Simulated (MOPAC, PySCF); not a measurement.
BrF2Ga, SMILES `[F][Ga]([F])[Br]`, neutral singlet in the gas phase. 

Z-matrix (Å, degrees):
```
Ga
F 1 1.7310
F 1 1.7310 2 115.99
Br 1 2.2367 2 122.00 3 -179.89
```
Charge 0, multiplicity 1.

All levels are single points at this geometry (PBE0-D4/def2-TZVP); Pople sets use spherical d functions. Orbital energies aren't observables, and empty levels follow the basis.

B3LYP/3-21G in PySCF gives gap (eV) = 6.49.

**Question.** Estimate the gap (eV) from each of these levels: B3LYP-D3(BJ)/def2-TZVP in PySCF; PBE0-D4/def2-TZVP in PySCF; B3LYP/6-311+G** (LANL2DZ on Br, Ga) in PySCF; M06-2X/6-31G* in PySCF; AM1 in MOPAC.

**Answer.** 
```tsv
level	gap (eV)
B3LYP-D3(BJ)/def2-TZVP in PySCF	6.56
PBE0-D4/def2-TZVP in PySCF	7.21
B3LYP/6-311+G** (LANL2DZ on Br, Ga) in PySCF	6.68
M06-2X/6-31G* in PySCF	9.23
AM1 in MOPAC	8.52
```
